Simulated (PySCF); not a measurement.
## Two-dimensional NMR puzzle

Compound of formula C5H11NOSi3. Correlations simulated from computed shifts and the bond graph:

HSQC (one-bond C–H):
```tsv
δH	δC
8.96	160.0
7.50	135.2
```

COSY cross peaks (H two or three bonds apart, from the bond graph; peaks can be absent where the dihedral angle is near 90°):
```tsv
δH	δH
8.96	7.50
4.68	2.16
```

HMBC (two and three bonds, from the bond graph; two-bond peaks within aromatic rings are usually weak or absent):
```tsv
δH	δC
8.96	160.0, 153.7, 135.2
7.50	160.0, 153.7, 135.2
4.88	153.7, 135.2
```

Carbons without hydrogens: δ 153.7.

PySCF 2.14 calculation with shielding tensors at HF/pcSseg-1 (GIAO) and PBE0-D3(BJ)/def2-SVP geometry; in vacuum, non-relativistic, one conformer, fast rotation and ring inversion assumed for equivalent nuclei.

δ = σ(ref) − σ, references computed at the same level: TMS for ¹H (31.69 ppm), ¹³C (190.85 ppm).

Exchangeable hydrogens are left out of these lists.

Work out the connectivity.

Answers

`[SiH3][SiH2]O[SiH2]c1ccncc1`.

Mapped SMILES: `[SiH3:1][SiH2:2][O:3][SiH2:4][c:5]1[cH:6][cH:7][n:8][cH:9][cH:10]1`; H(Xn) means a hydrogen on atom n.

δC 160.0 is C7/C9, an aromatic CH next to a ring nitrogen (δH 8.96). δC 153.7 is C5, a substituted aromatic carbon. δC 135.2 is C6/C10, an aromatic CH (δH 7.50). HMBC from δH 8.96 reaches the proton-free carbon C5. HMBC from δH 7.50 reaches the proton-free carbon C5. HMBC from δH 4.88 reaches the proton-free carbon C5. COSY links 8.96–7.50, 4.68–2.16.

This is the structure that produced the data.

Shifts are as computed. Against solution values, carbons near 30 ppm lie about -0 ppm off and those near 130 ppm about +7 ppm (rms about the fit 1.9 ppm; single classes can miss by 10 ppm). Of 1328 compounds with measured shifts, 309 miss one by over three times the rms of a fit or turn the order of signals round; such compounds aren't used in these exercises. Signals without a measured value on file couldn't be tested in this way.
